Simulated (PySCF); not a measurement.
An unknown gives this computed stick spectrum. Method used: PySCF, TDDFT CAM-B3LYP/def2-SVPD, vertical, gas phase, core orbitals frozen in the response. Geometries: GFN2-xTB, one conformer each.

```tsv
state	E (eV)	f
S1	5.44	0.020
S2	5.99	0.052
S3	6.21	0.073
S4	6.36	0.0083
S5	6.46	0.050
S6	6.80	0.031
S7	6.90	0.116
S8	7.11	0.022
```

Task: Which candidate is it?
A. `CC(P1C=C1)(C)C`
B. `C#CCPC(C)C`
C. `C#CP(N)C=C`

Result: C. Its S1 lies at 5.44 eV; the nearest of the others has S1 at 5.00 eV. S1 is HOMO→LUMO (47%), HOMO→LUMO+1 (25%). Löwdin shares by element: HOMO phosphorus 44%, carbon 35% or more (atoms not listed hold the other 21%); LUMO carbon 35% or more, phosphorus 22% (atoms not listed hold the other 43%). At the same level the other candidates give, for their lowest levels:
- `C#CCPC(C)C`: 6.45 eV (f 0.013); 6.51 eV (f 0.007); 6.59 eV (f 0.111); 6.74 eV (f 0.017); 6.80 eV (f 0.006); T1 5.39 eV; HOMO -8.34, LUMO 1.14 eV
- `CC(C)(C)P1C=C1`: 5.00 eV (f 0.000); 5.37 eV (f 0.013); 5.76 eV (f 0.004); 6.52 eV (f 0.017); 6.61 eV (f 0.019); T1 3.99 eV; HOMO -7.62, LUMO 0.84 eV

The values belong to the conformer `[CH:1]#[C:2][P:3]([NH2:4])[CH:5]=[CH2:6]`: C2–P3–C5–C6 128°, H–N4–P3–C2 -35°, H–N4–P3–C2 95°.
Triplets come from the Tamm–Dancoff approximation.
